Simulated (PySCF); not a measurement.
BiCl3, SMILES [Cl][Bi]([Cl])[Cl]. Coordinates come from a B3LYP-D3(BJ)/def2-SVP optimisation. The isomer is the one that the SMILES or the coordinates give; other isomers of the formula were not compared. The def2 effective core potentials stand for the cores of Bi; spin–orbit coupling is left out.

Computed equilibrium geometry at B3LYP-D3(BJ)/def2-SVP (PySCF confirms it by a frequency run) as Cartesian coordinates in Å, and its point group:
point group C3v.
```xyz
4

Bi     0.0000     0.0000     0.4474
Cl     1.8900    -1.0912    -0.7280
Cl    -1.8900    -1.0912    -0.7280
Cl     0.0000     2.1824    -0.7280
```
